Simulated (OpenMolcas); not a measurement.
# W4+: moving or changing the point charges

W4+ among 4 point charges of -2 e arranged as a square (D4h), 2 Å from the ion.
```
   2.0000    0.0000    0.0000  -2.00
   0.0000    2.0000    0.0000  -2.00
  -2.0000    0.0000    0.0000  -2.00
   0.0000   -2.0000    0.0000  -2.00
```

```yaml
Program: OpenMolcas 26.06
Method: "SS-CASPT2, IPEA 0.25 Eh, imaginary shift 0.1 Eh (closed shells correlated: 4f 5s 5p)"
Basis: ANO-RCC-VDZP [7s6p4d2f1g]
Scalar_Hamiltonian: DKH2, point nucleus
Active_space: 2 electrons in 5 orbitals (5d)
State_averaging: 2S+1 = 3 even, 10 roots; 2S+1 = 1 even, 15 roots
Spin-orbit_coupling: RASSI with atomic mean-field integrals over the reference wave functions
```

Runs around this geometry, states (labels of D4, the rotations of D4h). Energies in cm-1 above the lowest state or level, χT in cm3 K/mol.

```json
{"R (Å)": "2", "q (e)": "-1", "Ground state": "3E", "First state of that spin": "3A2 500", "First gap with spin-orbit (degeneracies)": "2320 (1, 2)", "χT at 300 K": "0.036", "First state of another spin": "1B2 7830"}
{"R (Å)": "1.82", "q (e)": "-2", "Ground state": "1A1", "First state of that spin": "1E 12700", "First gap with spin-orbit (degeneracies)": "5000 (1, 1)", "χT at 300 K": "0.041", "First state of another spin": "3E 3650"}
{"R (Å)": "2", "q (e)": "-2", "Ground state": "3E", "First state of that spin": "3A2 9000", "First gap with spin-orbit (degeneracies)": "3800 (1, 1)", "χT at 300 K": "0.038", "First state of another spin": "1A1 1530"}
{"R (Å)": "2.19", "q (e)": "-2", "Ground state": "3E", "First state of that spin": "3A2 5140", "First gap with spin-orbit (degeneracies)": "3420 (1, 2)", "χT at 300 K": "0.028", "First state of another spin": "1A1 4860"}
```

Scaling the charges by -1 / -2 = 0.50 scales the first state of the same spin by 500 / 9000 = 0.06; with fixed orbitals a first-order splitting would follow the charge.

The ground state changes within this set.

Free-ion shares, where given, are those of the reference states; single-state CASPT2 does not remix them. Spin-orbit coupling mixes the spin-free states strongly: the lowest level takes only 60 % from its leading state, 3E (figures for R = 2, q = -1; the like holds for R = 1.82, q = -2). An orbital doublet at a regular site is open to a Jahn-Teller distortion, which this geometry leaves out (holds for R = 2, q = -1; R = 2, q = -2; R = 2.19, q = -2). This is an electrostatic model: the charges have no orbitals. No measured value stands beside these numbers.
